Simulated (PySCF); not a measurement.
Isomers C5H8ClN3:

A. SMILES CCn1nnc(Cl)c1C
B. SMILES CC(C)n1nncc1Cl
C. `CCn1nc(C)c(Cl)n1`

Spectrum 1. 1H NMR (500 MHz, computed): δ 4.32 (q, 2H), 2.43 (s, 3H), 1.40 (t, 3H). 13C{1H} NMR (computed): δ 146.1 (C), 145.8 (C), 51.9 (CH2), 19.3 (CH3), 12.1 (CH3).

Spectrum 2. 1H NMR (500 MHz, computed): δ 7.59 (s, 1H), 4.54 (sept, 1H), 1.64 (d, 6H). 13C{1H} NMR (computed): δ 135.3 (C), 134.2 (CH), 50.2 (CH), 25.6 (CH3).

Spectrum 3. 1H NMR (500 MHz, computed): δ 4.33 (q, 2H), 2.37 (s, 3H), 1.38 (t, 3H). 13C{1H} NMR (computed): δ 144.7 (C), 134.3 (C), 45.5 (CH2), 18.3 (CH3), 9.1 (CH3).

PySCF 2.14 calculation with GFN2-xTB geometry and shielding tensors at PBE0/pcSseg-1 (GIAO); non-relativistic Hamiltonian, no solvent model, a single conformation, rapidly exchanging positions averaged.

Chemical shifts δ = σref − σ; 1H and 13C against TMS, all at this level. Where no couplings were computed, multiplicities follow the n + 1 count of equivalent neighbours, and m marks all less simple cases (inequivalent or close neighbours, rings, F or P nearby). Shifts are as computed. Against solution values, carbons near 30 ppm lie about +3 ppm off and those near 130 ppm about +5 ppm; carbons on Cl a further +6 ppm. Of 1211 compounds with measured shifts, 218 miss one by over three times the rms of a fit or turn the order of signals round; such compounds aren't used in these exercises. Carbons bonded to Cl come out too deshielded.

Match each spectrum to its structure.

Results:

1–C, 2–B, 3–A.

- Spectrum 1 (C): 5 13C signals; δC 51.9 is an sp3 CH2 bonded to N; δC 19.3 is a methyl carbon.
- Spectrum 2 (B): 4 13C signals; δC 50.2 is an sp3 CH bonded to N; δC 25.6 is a methyl carbon.
- Spectrum 3 (A): 5 13C signals; δC 45.5 is an sp3 CH2 bonded to N; δC 18.3 is a methyl carbon.
